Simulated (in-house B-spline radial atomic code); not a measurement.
# Gd⁸⁺: [Kr] (4d3/2)4 (4d5/2)5 (4f5/2)4 (4f7/2)2 5s2 (5p1/2)2 (9d3/2)1 (an excited or competing configuration)

Computed with an all-electron radial atomic-structure program (B-spline basis): Dirac-Hartree-Fock, average of the jj configuration, Fermi nucleus of rms radius 5.1569 fm.

Screening seen three ways: the hydrogenic charge with the same mean radius, Z_r = [3n² - l(l+1)]/(2<r>), the one with the same energy, Z_e = n√(-2ε), and Slater's rules. Values are occupation-weighted means over j. An effective charge above Z reflects the relativistic contraction of the inner shells.

```json
{"shell": "1s", "electrons": "2", "ε (eV)": "-50695", "<r> (bohr)": "0.0219", "Z_r": "68.48", "Z_e": "61.04", "Slater": "63.70"}
{"shell": "2s", "electrons": "2", "ε (eV)": "-8615", "<r> (bohr)": "0.09266", "Z_r": "64.76", "Z_e": "50.33", "Slater": "59.85"}
{"shell": "2p", "electrons": "6", "ε (eV)": "-7702.7", "<r> (bohr)": "0.08207", "Z_r": "60.92", "Z_e": "47.59", "Slater": "59.85"}
{"shell": "3s", "electrons": "2", "ε (eV)": "-2076", "<r> (bohr)": "0.243", "Z_r": "55.56", "Z_e": "37.06", "Slater": "52.75"}
{"shell": "3p", "electrons": "6", "ε (eV)": "-1784.6", "<r> (bohr)": "0.2416", "Z_r": "51.75", "Z_e": "34.36", "Slater": "52.75"}
{"shell": "3d", "electrons": "10", "ε (eV)": "-1387", "<r> (bohr)": "0.2208", "Z_r": "47.55", "Z_e": "30.29", "Slater": "42.85"}
{"shell": "4s", "electrons": "2", "ε (eV)": "-554.85", "<r> (bohr)": "0.5494", "Z_r": "43.68", "Z_e": "25.54", "Slater": "36.25"}
{"shell": "4p", "electrons": "6", "ε (eV)": "-454.22", "<r> (bohr)": "0.5795", "Z_r": "39.69", "Z_e": "23.11", "Slater": "36.25"}
{"shell": "4d", "electrons": "9", "ε (eV)": "-311.6", "<r> (bohr)": "0.6234", "Z_r": "33.68", "Z_e": "19.14", "Slater": "25.20"}
{"shell": "5s", "electrons": "2", "ε (eV)": "-178.59", "<r> (bohr)": "1.211", "Z_r": "30.97", "Z_e": "18.12", "Slater": "15.40"}
{"shell": "4f", "electrons": "6", "ε (eV)": "-159.53", "<r> (bohr)": "0.715", "Z_r": "25.17", "Z_e": "13.70", "Slater": "17.25"}
{"shell": "5p", "electrons": "2", "ε (eV)": "-155.16", "<r> (bohr)": "1.289", "Z_r": "28.32", "Z_e": "16.89", "Slater": "15.40"}
{"shell": "9d", "electrons": "1", "ε (eV)": "-19.846", "<r> (bohr)": "8.974", "Z_r": "13.21", "Z_e": "10.87", "Slater": "9.00"}
```

The least bound orbital is 9d3/2 at -19.85 eV, and it is also the most diffuse (<r> = 8.974 bohr). The part-filled 4d shell lies below the filled 5s shell in orbital energy.

For the 1s electron the small component carries 5.69 % of the norm, the zero-frequency Breit interaction raises the level by 150.9 eV, self-energy by 90.3 eV, and vacuum polarisation lowers it by 14.72 eV.

The density falls to 0.001 bohr⁻³ at 2.602 bohr; Σ<r²> = 108.74 bohr² gives, by the non-relativistic formula and without the paramagnetism of open shells, a Langevin diamagnetic susceptibility of -86.12×10⁻⁶ cm³/mol.
